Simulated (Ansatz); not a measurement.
Relaxation of ClGaH$_{3}$ (5 atoms, charge 0, multiplicity 2), to a largest force component of 0.03 eV/Å in at most 50 steps.

All numbers below come from Ansatz 0.2.0, UKS PBE/def2-SVP.

```xyz
5
Properties=species:S:1:pos:R:3
Ga 0.000 0.000 -0.314
Cl 0.000 0.000 3.126
H 1.412 0.000 -1.100
H -1.412 0.000 -1.100
H 0.000 0.000 4.468
```

Where does it end, and by what steps?

The forces met the threshold. After 3 steps the energy has fallen by 0.021 eV; Cl2 moved furthest, 0.13 Å.

```csv
step,energy less start (eV),largest force component (eV/Å),accepted
0,0.0000,0.923,yes
1,-0.0161,0.449,yes
2,-0.0213,0.076,yes
3,-0.0214,0.003,yes
```

```xyz
5
Properties=species:S:1:pos:R:3
Ga 0.000 0.000 -0.368
Cl 0.000 0.000 3.251
H 1.396 0.000 -1.178
H -1.396 0.000 -1.178
H 0.000 0.000 4.553
```

Whether the end is a true minimum wasn't checked by a vibrational analysis.

The run took 9.6 s on 1 thread of Arm Neoverse V2 (shared host), peak memory 0.12 GiB.
